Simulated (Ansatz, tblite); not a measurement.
Cost and result up the ladder for B(OPMe3)Cl3 (C3H9BCl3OP) (18 atoms). The state is a singlet with charge 0. Geometry: r2SCAN-D4/def2-SVP.

```csv
atom,x (Å),y (Å),z (Å)
B1,0.162,2.027,1.337
O2,0.835,0.939,0.542
P3,0.165,-0.270,-0.192
C4,0.027,-1.686,0.909
C5,1.297,-0.687,-1.522
C6,-1.446,0.089,-0.903
H7,-0.354,-2.565,0.368
H8,-0.651,-1.409,1.729
H9,1.020,-1.904,1.328
H10,2.292,-0.877,-1.094
H11,0.955,-1.576,-2.073
H12,1.367,0.171,-2.206
H13,-2.148,0.312,-0.087
H14,-1.362,0.983,-1.537
H15,-1.791,-0.778,-1.488
Cl16,1.431,2.785,2.398
Cl17,-1.211,1.220,2.362
Cl18,-0.588,3.225,0.130
```

Ansatz on 4 threads of Intel Xeon on a shared host; xTB runs through tblite on one thread. Times are rough, summed over both states, and most runs start from the orbitals of an earlier one. PBE0-D4/def2-TZVP serves as the yardstick here, not as an exact answer. The other state is a doublet.

The xTB rows come from tblite.

Raw xTB energies of ions are shifted by several eV.

```tsv
level	functions	wall time
GFN1-xTB	74	0.14 s
GFN2-xTB	65	0.14 s
PBE-D4/def2-TZVP (with forces)	357	50 s
PBE0-D4/def2-TZVP	357	1.8 min
```

Question: Estimate what each level gives for the vertical IE (eV).

Answer: 
```
                         level  vertical IE (eV)  difference from PBE0-D4/def2-TZVP (eV)
                      GFN1-xTB             14.14                                    4.80
                      GFN2-xTB             13.45                                    4.11
PBE-D4/def2-TZVP (with forces)              8.84                                   -0.50
             PBE0-D4/def2-TZVP              9.34                                    0.00
```
